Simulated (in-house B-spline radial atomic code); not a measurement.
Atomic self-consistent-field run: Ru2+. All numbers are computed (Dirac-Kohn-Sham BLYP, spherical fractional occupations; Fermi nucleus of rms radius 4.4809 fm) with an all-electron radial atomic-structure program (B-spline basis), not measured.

Command:
```bash
python run_scf.py task.json out
```
Settings (nuclear radius in fm, mass in u):
```
Z                44
configuration    [Kr] 4d6
hamiltonian      dirac
method           b88,lyp
spin_polarised   False
nucleus          fermi
rms_radius       4.4809
atomic_mass      101.90434
speed_of_light   137.035999084
```

Output (hartree, bohr):
```
 radial grid: 73 intervals, B-splines of order 8, outer radius 38.5185 bohr

 iter        energy (Eh)    residual
    1       -4524.011765    4.86e-01
    2       -4526.649161    3.53e-01
    3       -4530.943735    5.33e-02
    4       -4531.075629    1.33e-02
    5       -4531.081965    6.62e-03
    6       -4531.082984    1.54e-03
    7       -4531.083009    9.51e-04
    8       -4531.083048    8.42e-06
    9       -4531.083048    1.14e-06
   10       -4531.083048    3.90e-08

 total energy                     -4531.08305
 kinetic                            4715.2423
 electron-nucleus                 -10929.6801
 Hartree                            1816.9903
 exchange-correlation               -133.6356

 first-order corrections (not in the total)
   Gaunt                             3.1681
   retardation                      -0.3174
   frequency dependence             -0.0212
   self-energy                       2.1310
   Uehling                          -0.2520
   Wichmann-Kroll                    0.0041
   recoil                            0.0170

 orbital      occ     eigenvalue          <r>       <r^2>       <1/r>       <r^4>       r_max    small
 1s1/2      2.000      -806.6340    0.0334348  0.00150948     45.8778 5.90779e-06     0.02171  2.58e-02
 2s1/2      2.000      -116.5933     0.145317   0.0249513     10.4943  0.00107434       0.123  5.34e-03
 2p1/2      2.000      -107.8053     0.123599   0.0187572      10.474 0.000707575     0.09546  5.36e-03
 2p3/2      4.000      -102.9912     0.128373   0.0201056     9.92183 0.000801193     0.09945  5.16e-03
 3s1/2      2.000       -21.1374     0.402587    0.185694     3.62389   0.0532164      0.3618  1.46e-03
 3p1/2      2.000       -17.7281     0.395733    0.182331      3.5264   0.0540365      0.3485  1.40e-03
 3p3/2      4.000       -16.9113     0.406419    0.192087      3.3929   0.0598209      0.3581  1.35e-03
 3d3/2      4.000       -10.8724     0.382156    0.175016       3.216   0.0585405      0.2993  1.24e-03
 3d5/2      6.000       -10.7133     0.385637    0.178069     3.18145   0.0604818      0.3021  1.22e-03
 4s1/2      2.000        -3.5417      1.01497     1.16759      1.3566     2.05727      0.9133  3.50e-04
 4p1/2      2.000        -2.5223       1.0994     1.38458     1.23617     3.02712      0.9638  3.00e-04
 4p3/2      4.000        -2.3957      1.12951     1.46164     1.19582     3.37838      0.9884  2.86e-04
 4d3/2      2.400        -0.8920      1.52328     2.77855    0.877782     14.6429       1.185  1.65e-04
 4d5/2      3.600        -0.8783      1.53956     2.83872     0.86771     15.2913       1.196  1.62e-04
```

Cost of the run: 1.9 s on 1 thread of Arm Neoverse V2, on a shared host.

For the Dirac Hamiltonian the kinetic term is c α·p + (β - 1)c².
